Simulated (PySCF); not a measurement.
diantimony (Sb2), SMILES [Sb]#[Sb]. The structure is a stationary point at B3LYP-D3(BJ)/def2-TZVP. The def2 effective core potentials stand for the cores of Sb; spin–orbit coupling is left out.

Question: Give the equilibrium geometry at B3LYP-D3(BJ)/def2-TZVP (PySCF confirms it by a frequency run) as a Z-matrix, and its point group. (Estimate from the structure and the level; the computed values follow.)

Answer: point group D∞h.
```
Sb
Sb 1 2.4879
```
